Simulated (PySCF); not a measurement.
## Static response to an electric field

Species: SnMe3(OiPr), C₆H₁₆OSn.
Geometry (PBE0-D3(BJ)/def2-SVP, Å), atoms numbered from 1 in this order:
```xyz
24
C6H16OSn angstrom
Sn     0.988    0.837   -0.020
C      0.970    0.839    2.131
H     -0.055    0.959    2.507
H      1.586    1.666    2.512
H      1.379   -0.110    2.508
C      2.937    0.593   -0.872
H      3.582    1.449   -0.628
H      2.849    0.512   -1.965
H      3.396   -0.327   -0.485
C     -0.068    2.507   -0.868
H     -0.417    2.237   -1.875
H      0.595    3.382   -0.943
H     -0.939    2.771   -0.251
O      0.068   -0.847   -0.605
C     -1.015   -1.402    0.090
C     -1.277   -2.780   -0.494
C     -2.254   -0.516    0.018
H     -0.762   -1.536    1.166
H     -1.549   -2.689   -1.558
H     -2.093   -3.298    0.035
H     -0.368   -3.395   -0.430
H     -2.071    0.465    0.486
H     -2.530   -0.342   -1.034
H     -3.111   -0.975    0.534
```

Level: B3LYP/def2-SVPD (PySCF), static field, nuclei fixed, core orbitals frozen in the response. The polarisability tensor in these axes (au):

```
x   124.88   4.57  -1.88
y     4.57 122.34  -1.96
z    -1.88  -1.96 114.59
```

What are the eigenvalues, a third of the trace, and Δα (Δα² = ½Σ(αi − αj)² over the three pairs)?

Principal values 114.05, 118.91 and 128.85 au; mean 120.60 au = 17.87 Å³ = 19.88 × 10⁻⁴⁰ C²·m²/J; Δα = 13.06 au (11 % of the mean).

What is the dipole moment, and where does it point?

(0.44, 1.57, 1.10) D, 1.97 D in size, pointing from the negative to the positive side. Measured along this direction, the outermost atoms are H19 at the negative end and H4 at the positive end.

Rayleigh depolarisation ratio (linearly polarised light, static tensor)?

ρ = 3Δα²/(45ᾱ² + 4Δα²) = 512.0/(654537 + 682.7) = 0.000781.

In TDDFT the mean static polarisability is Σ f/ω² over all singlet excitations (ω in hartree). How much of it do the 10 lowest give? Their energies (eV) and oscillator strengths: 5.72, 0.0339; 6.24, 0.0344; 6.26, 0.0113; 6.62, 0.0146; 6.74, 0.0106; 6.86, 0.1208; 6.94, 0.0229; 6.98, 0.0554; 6.99, 0.0750; 7.15, 0.0109.

They add up to 6.44 au, 5.3 % of the 120.60 au; the largest single term is 1.90 au, from the state at 6.86 eV. Terms in order: 0.77, 0.65, 0.21, 0.25, 0.17, 1.90, 0.35, 0.84, 1.14, 0.16 au. Higher excitations give the rest. The strengths listed sum to 0.390.

What molar refraction does this α imply?

Lorentz–Lorenz: R = (4π/3)N_A α = 2.5225 cm³/(mol·Å³) × 17.87 Å³ = 45.1 cm³/mol, in the limit of long wavelengths.

Isolated species at its PBE0-D3(BJ)/def2-SVP geometry (one conformer only). Atoms past krypton carry effective core potentials; spin–orbit coupling is left out.
